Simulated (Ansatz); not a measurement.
Isolated molecules relaxed with PBE0-D4/def2-TZVP in Ansatz; ΔE leaves out vibrations. CBS: MP2 limit from def2 TZ/QZ plus the TZ coupled-cluster correction, frozen cores. DFT in def2-TZVPP. B3LYP here is the variant with VWN-RPA as its local correlation; programs differ in this. HSE06 is defined as in plane-wave codes. One conformer a species, not always the lowest.

Consider the formal exchange of groups at a B–Al bond: `[BH2][Al]([CH3])[SiH2]F` + `OCC#CF` → `BCC#CF` + `[CH3][Al]([OH])[SiH2]F`.

Task: Is it downhill or uphill in electronic energy at CCSD(T)/CBS, and by how much? (Best estimate.)

Result: The calculation gave: Downhill: ΔE = -273.5 kJ/mol.

Task: What do these levels give: BLYP-D4, B3LYP-D4, r2SCANh, HSE06, RPA@PBE/def2-TZVPP, HF/CBS(def2)? (Best estimate.)

Result: Ansatz gave: BLYP-D4 -264.9, B3LYP-D4 -269.4, r2SCANh -271.9, HSE06 -258.8, RPA@PBE/def2-TZVPP -258.7, HF/CBS(def2) -271.1 kJ/mol.

Largest T1 diagnostic among the species: 0.012.

At CCSD(T), def2-SVP lies +15.9 kJ/mol from the extrapolated value and def2-TZVPP +5.0 kJ/mol. From PBE to PBE0 (25 % exact exchange), in def2-TZVPP and without D4, ΔE moves by −5.5 kJ/mol. Leaving LDA and LC-ωPBE aside and taking each functional with its dispersion term where it has one, the values, not all of them listed here, spread over 24.4 kJ/mol, from B2PLYP to revPBE-D4. LDA lies −8.2 kJ/mol from PBE without D4.
